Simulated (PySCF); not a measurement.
## Calculated NMR parameters of 2-methyl-1-fluorobenzene

| Property | Result |
| --- | --- |
| Formula | C7H7F |
| SMILES | Cc1ccccc1F |
| InChI | InChI=1S/C7H7F/c1-6-4-2-3-5-7(6)8/h2-5H,1H3 |
| Point group of the computed structure | C1 |
| Degrees of unsaturation | 4 |
| Carbon signals | 7 |
| Proton signals | 5 |

Atom-mapped SMILES (the numbers label the heavy atoms): `[CH3:1][c:2]1[cH:3][cH:4][cH:5][cH:6][c:7]1[F:8]`. Hydrogens are named by the atom that carries them.

All values are calculated (PySCF 2.14): geometry: GFN2-xTB, NMR shieldings at PBE0/pcSseg-1/GIAO. No solvent, no relativistic terms, rapidly exchanging positions averaged, a single conformation.

Chemical shifts δ = σref − σ; 1H (31.72 ppm) and 13C (186.93 ppm) vs TMS; 19F (170.95 ppm) against CFCl3, all at this level.

| carbon | δC, type | δH (multiplicity) | HMBC from (2–3 bonds) | span of the C tensor (ppm) |
| --- | --- | --- | --- | --- |
| C1 | 18.5, CH3 | 2.47 (s) | H(C3) | 29 |
| C2 | 131.4, C | – | H(C3), H(C4), H(C6), H(C1) | 193 |
| C3 | 136.5, CH | 7.50 (m) | H(C5), H(C4), H(C1) | 210 |
| C4 | 129.0, CH | 7.30 (m) | H(C3), H(C5), H(C6) | 228 |
| C5 | 132.9, CH | 7.47 (m) | H(C3), H(C4), H(C6) | 227 |
| C6 | 120.8, CH | 7.30 (m) | H(C5), H(C4) | 189 |
| C7 | 171.6, C | – | H(C3), H(C5), H(C6), H(C1) | 152 |

Other nuclei:
| atoms | nucleus | environment | δ (ppm) | σ (ppm) |
| --- | --- | --- | --- | --- |
| F8 | 19F | aryl fluorine | -119.4 | 290.3 |

1. Carbon types of the structure: 2 × C, 4 × CH, 1 × CH3, which accounts for all hydrogens.
2. δC 171.6: aromatic carbon bearing fluorine; σ withdrawal by the attached heteroatom moves it downfield of the ring CH carbons.
3. δC 136.5, 132.9, 129.0, 120.8: aromatic CH.
4. δC 131.4: substituted aromatic carbon.
5. δC 18.5: methyl carbon on an aromatic ring; aliphatic region, no heteroatom directly attached.
6. δH 7.50, 7.47, 7.30, 7.30: hydrogen on an aromatic CH; the ring current deshields protons in the ring plane.

Splittings by 19F in the carbon and heteronuclear signals aren't shown, as no couplings were computed. Shifts are as computed. Against solution values, carbons near 30 ppm lie about +3 ppm off and those near 130 ppm about +5 ppm. Of 246 compounds with measured shifts, 49 miss one by over three times the rms of a fit or turn the order of signals round; such compounds aren't used in these exercises. Unscaled 19F shifts against computed CFCl3 carry errors that often reach 10 to 50 ppm. No couplings were computed; multiplicities are counted from neighbouring protons, with m where these are inequivalent, close in shift, in a saturated or five-membered ring or joined by F or P, and br s for small geminal =CH2 splittings.
